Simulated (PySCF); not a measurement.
## TDDFT excited states: AsCuFH3

Species: Cu(AsH3)F (singlet state).
Geometry (PBE0-D3(BJ)/def2-SVP, Å), atoms numbered from 1 in this order:
```xyz
6
AsCuFH3 angstrom
Cu    -0.0006    0.0027   -1.5762
As     0.0007   -0.0025    0.6634
H      0.8250   -1.0216    1.4143
H     -1.2937   -0.2083    1.4146
H      0.4704    1.2203    1.4159
F     -0.0019    0.0095   -3.3319
```

Computed with PySCF, TDDFT B3LYP/def2-SVPD, vertical, gas phase, core orbitals frozen in the response. Relativistic effects, spin–orbit coupling among them, are left out although an element past zinc is present.

Task: Predict the UV-vis stick spectrum at this level.

Result: 

| state | E (eV) | λ (nm) | f | symmetry | main configurations (H = HOMO, L = LUMO) |
| --- | --- | --- | --- | --- | --- |
| S1 | 4.64 | 267.4 | 0.027 | E | H→L/L+1 (≥94%) |
| S2 | 4.64 | 267.3 | 0.027 | E | H→L/L+1 (≥94%) |
| S3 | 4.79 | 258.9 | 0.026 | A1 | H→L+2 (78%), H-2/H-1→L/L+1 (20%) |
| S4 | 4.80 | 258.1 | 0.0000 | – | H-2/H-1→L/L+1 (≥96%) |
| S5 | 4.86 | 254.9 | 0.0007 | – | H-2/H-1→L/L+1 (≥95%) |
| S6 | 4.86 | 254.9 | 0.0006 | – | H-2/H-1→L/L+1 (≥94%) |
| S7 | 4.94 | 250.9 | 0.0051 | E | H-2/H-1→L+2 (≥88%) |
| S8 | 4.94 | 250.9 | 0.0051 | E | H-2/H-1→L+2 (≥89%) |
| S9 | 5.30 | 234.0 | 0.0006 | – | H-4→L/L+1 (≥42%), H-3→L/L+1 (≥42%) |
| S10 | 5.30 | 234.0 | 0.0000 | – | H-3→L/L+1 (≥43%), H-4→L/L+1 (≥42%) |
| S11 | 5.46 | 226.9 | 0.0062 | E | H-4→L/L+1 (≥47%), H-3→L/L+1 (≥46%) |
| S12 | 5.46 | 226.9 | 0.0062 | E | H-3→L/L+1 (≥47%), H-4→L/L+1 (≥46%) |
| S13 | 5.52 | 224.5 | 0.0000 | – | H-3→L+2 (93%) |
| S14 | 5.52 | 224.5 | 0.0000 | – | H-4→L+2 (93%) |
| S15 | 5.75 | 215.5 | 0.091 | A1 | H-2/H-1→L/L+1 (≥68%), H→L+2 (20%) |

Triplets, Tamm–Dancoff:

| state | E (eV) | λ (nm) | main configurations (H = HOMO, L = LUMO) |
| --- | --- | --- | --- |
| T1 | 4.32 | 286.8 | H→L+2 (83%) |
| T2 | 4.34 | 285.7 | H→L/L+1 (≥93%) |
| T3 | 4.34 | 285.6 | H→L/L+1 (≥94%) |

The lowest singlet level (S1/S2) comes at 267 nm (447 kJ/mol) in the ultraviolet; it is of moderate strength. The most intense listed level is S15 at 5.75 eV (216 nm, f = 0.091), 1.12 eV above S1. It is the last of those listed, so stronger ones may follow. S1/S2, S5/S6, S7/S8, S9/S10, S11/S12 and S13/S14 lie within about 0.01 eV of each other in each set; the point group C3v has degenerate representations, and within a degenerate level the listed configurations can mix freely. For S1 the Löwdin share of copper is 72% in HOMO and 22% in LUMO; for S15 the Löwdin share of copper is 53% in HOMO-1 and 22% in LUMO+1. Of the 15 states listed, 4 reach f = 0.01 and 4 stay under 0.0005. The oscillator strengths of these states sum to 0.196; summed over the whole spectrum of an exact calculation they would give the number of electrons, 74 (Thomas–Reiche–Kuhn). Weighted by f, the mean energy of these states is 5.25 eV. Symmetry labels in C3v follow from the direction of the transition dipole and are given only for states with f of 0.002 or more. Orbitals of the list HOMO-3 to LUMO+2 that lie within 0.01 eV of each other are written together with a slash and their weights summed (≥ marks a lower bound); for degenerate orbitals outside that list single weights are arbitrary. Only the lowest 15 singlets were computed, as vertical energies without vibronic structure.
